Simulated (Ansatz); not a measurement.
`C[Si](C)(F)Cl` + `C#N` → `C[Si](C)(F)C#N` + HCl at 500 K and 1 bar (formal exchange of groups at the Si–Cl bond).

Computed with Ansatz on PBE0-D4/def2-TZVP structures; ΔE is electronic, products minus reactants. CCSD(T)/CBS is the MP2 limit (def2-TZVPP, def2-QZVPP) plus CCSD(T) − MP2 in def2-TZVPP, frozen cores. This one scheme is used for every species.

| species | CCSD(T)/CBS energy (Eh) | H − E (kJ/mol) | S (J/(mol·K)) |
| --- | --- | --- | --- |
| `C[Si](C)(F)Cl` | -928.52649 | 255.8 | 423.0 |
| `C#N` | -93.32098 | 60.1 | 220.8 |
| `C[Si](C)(F)C#N` | -561.44132 | 279.0 | 446.3 |
| HCl | -460.38127 | 32.5 | 201.9 |

H − E and S are ideal-gas, rigid-rotor, harmonic terms from PBE0-D4/def2-TZVP. 1 Eh = 2625.50 kJ/mol, R = 8.31446 J/(mol·K).

Problem. By hand: ΔE, ΔH, ΔS and ΔG.

Solution. ΔE = (-561.44132) + (-460.38127) − (-928.52649) − (-93.32098) = 0.02488 Eh = 65.3 kJ/mol. Δ(H − E) = 279.0 + 32.5 − 255.8 − 60.1 = -4.4, so ΔH = 60.9 kJ/mol. ΔS = 446.3 + 201.9 − 423.0 − 220.8 = 4.4 J/(mol·K). ΔG = 60.9 − 500 × (4.4)/1000 = 58.7 kJ/mol.

Problem. By hand: the equilibrium constant, and the temperature at which ΔG would vanish if ΔH and ΔS stayed fixed.

Solution. log₁₀ K = −ΔG/(RT ln 10) = -6.1. ΔG = 0 at ΔH/ΔS = 13841 K, far beyond where these terms or the molecules hold.

The number of gas molecules stays the same, so ΔS is small and ΔH decides. A doubt of 5 kJ/mol in ΔE shifts log₁₀ K by 0.5 here. These are equilibria of isolated gas molecules and say nothing of rates. Largest T1 diagnostic: 0.014 (customary marks: 0.02 for closed shells, 0.045 for open ones).
